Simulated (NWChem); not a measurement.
Species: AlF₂, doublet; SMILES [F][Al][F]

Program: NWChem. Pople sets run with spherical d functions. Spin-unrestricted. In the optimisation the excess spin sits in a1 (C2v, its own frame). The spin multiplicity was typed, not searched, and may not be the lowest. No stability test was run on the SCF state. B3LYP is NWChem's, with the RPA form of VWN correlation. Each level has its own optimisation; frequencies are unscaled.

| level | r Al–F (Å) | highest harmonic frequency (cm⁻¹) | lowest (cm⁻¹) | zero-point energy (kcal/mol) | dipole (D) |
|---|---|---|---|---|---|
| BLYP/def2-SVP | 1.680 | 897 | 221 | 2.6 | 1.66 |
| UHF/3-21G | 1.652 | 980 | 289 | 3.0 | 3.00 |
| B3LYP/6-31G* | 1.658 | 924 | 239 | 2.8 | 1.76 |
| PBE0/def2-SVP | 1.662 | 935 | 234 | 2.8 | 1.88 |
